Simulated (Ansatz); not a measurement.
Input (CCSDT(Q)/aug-cc-pVDZ; Ansatz, a first-principles code):

Ansatz 0.2 input:
```yaml
crystal:
  periodic: [false, false, false]
  atoms:
    - {symbol: F, position_ang: [-0.00000000, -0.00000000, -1.20332382]}
    - {symbol: B, position_ang: [0.00000000, 0.00000000, 0.02582666]}
    - {symbol: O, position_ang: [0.00000000, 0.00000000, 1.33759763]}
basis:
  gaussian:
    orbitals: aug-cc-pVDZ
total_charge: 1
magnetization: {spin_polarized: true, initial_magnetization: 1}
correlation: {method: ccsdt_q, electrons: outside_noble_gas}
```

Output:

```
Functional definition: HF
integrals: 0.10 GiB planned
1088 factors; integrals over basis functions are off by at most 2.2e-7 eV
mean field: 0.18 GiB planned
mean field evaluation 1: about -5402.1631 eV, gradient 3.6e1 eV
mean field evaluation 2: about -5402.1649 eV, gradient 3.6e1 eV
mean field evaluation 4: about -5406.2773 eV, gradient 1.9e0 eV
mean field evaluation 8: about -5406.3054 eV, gradient 2.9e-3 eV
mean field evaluation 16: about -5406.3015 eV, gradient 2.8e-1 eV
mean field evaluation 32: about -5406.2952 eV, gradient 6.6e-1 eV
mean field evaluation 64: about -5406.3054 eV, gradient 1.4e-2 eV
mean field -5406.30535924 eV, -198.6780574266 hartree, gradient 3.2e-6 eV, S^2 0.756420; 3 other end points of the search recorded, 0 dependent functions left out
determinant -5406.30535924 eV, -198.6780574266 hartree, with singles and doubles -5417.66471288 eV, -199.0955059734 hartree
determinant -5403.52667956 eV, -198.5759428319 hartree, with singles and doubles -5415.05906017 eV, -198.9997500026 hartree
3 core orbitals not correlated
reference -5406.30535924 eV, -198.6780574266 hartree; 8, 7 occupied and 58, 59 virtual orbitals, 1088 factors
second order -10.97449328 eV of doubles, -0.00000000 eV of singles
coupled cluster: 2.31 GiB planned
cycle   1  -11.02229143 eV  change   -4.8e-2 eV  update   1.0e-1
cycle   2  -11.44756912 eV  change   -4.3e-1 eV  update   5.4e-2
cycle   3  -11.72739378 eV  change   -2.8e-1 eV  update   2.2e-2
cycle   4  -11.73428043 eV  change   -6.9e-3 eV  update   9.4e-3
cycle   5  -11.70490296 eV  change    2.9e-2 eV  update   5.7e-3
cycle   6  -11.70900779 eV  change   -4.1e-3 eV  update   2.9e-3
cycle   7  -11.71764143 eV  change   -8.6e-3 eV  update   2.0e-3
cycle   8  -11.71709375 eV  change    5.5e-4 eV  update   8.5e-4
cycle   9  -11.71672163 eV  change    3.7e-4 eV  update   3.5e-4
cycle  10  -11.71703157 eV  change   -3.1e-4 eV  update   1.6e-4
cycle  11  -11.71661836 eV  change    4.1e-4 eV  update   8.3e-5
cycle  12  -11.71668074 eV  change   -6.2e-5 eV  update   4.3e-5
cycle  13  -11.71672066 eV  change   -4.0e-5 eV  update   2.5e-5
cycle  14  -11.71670286 eV  change    1.8e-5 eV  update   1.1e-5
cycle  15  -11.71670922 eV  change   -6.4e-6 eV  update   6.6e-6
cycle  16  -11.71671521 eV  change   -6.0e-6 eV  update   3.7e-6
cycle  17  -11.71671392 eV  change    1.3e-6 eV  update   2.0e-6
cycle  18  -11.71671399 eV  change   -7.4e-8 eV  update   1.0e-6
perturbative correction -0.02342843 eV, -0.0008609789 hartree
Total energy: -5418.04550166 eV, -199.1094997029 hartree
```
